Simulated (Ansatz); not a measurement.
Start from `OB(F)F` and change one atom or group to get `O[B](F)[InH2]`.

Ansatz, PBE0-D4/def2-TZVP geometries, multiplicity 1. Each molecule was computed in one conformer, which needn't be the lowest.

Elements past krypton have def2 core potentials.

| property | `OB(F)F` |
| --- | --- |
| LUMO energy (PBE/def2-TZVPP) / eV | -0.49 |
| ideal-gas entropy at 298 K and 1 bar (rigid rotor, harmonic PBE0-D4/def2-TZVP) / J/(mol·K) | 272 |
| HOMO–LUMO gap (ωB97M-V/def2-TZVPP) / eV | 14.85 |
| HOMO–LUMO gap (B3LYP/def2-TZVPP) / eV | 10.37 |
| HOMO energy (B3LYP/def2-TZVPP) / eV | -10.45 |
| LUMO energy (PBE0/def2-TZVPP) / eV | 0.34 |

(1) What does the change do to each property? (Best estimate.)

Results:

(1) Computed: 
| property | `O[B](F)[InH2]` | shift |
| --- | --- | --- |
| LUMO energy (PBE/def2-TZVPP) / eV | -2.78 | -2.29 |
| ideal-gas entropy at 298 K and 1 bar (rigid rotor, harmonic PBE0-D4/def2-TZVP) / J/(mol·K) | 342 | 70 |
| HOMO–LUMO gap (ωB97M-V/def2-TZVPP) / eV | 8.98 | -5.87 |
| HOMO–LUMO gap (B3LYP/def2-TZVPP) / eV | 4.92 | -5.45 |
| HOMO energy (B3LYP/def2-TZVPP) / eV | -7.27 | 3.18 |
| LUMO energy (PBE0/def2-TZVPP) / eV | -2.06 | -2.40 |

With PBE0 the HOMO rises by 3.29 eV and the LUMO falls by 2.40 eV, so the gap narrows by about 5.69 eV. PBE moves the HOMO by 2.64 eV and ωB97M-V by 3.65 eV. The zero-point energy changes by 21.6 kJ/mol with +6 modes. Modes under 60 cm⁻¹, often nearly free rotors, make the harmonic entropy too high.

B3LYP here is the variant with VWN-RPA as its local correlation; programs differ in this.
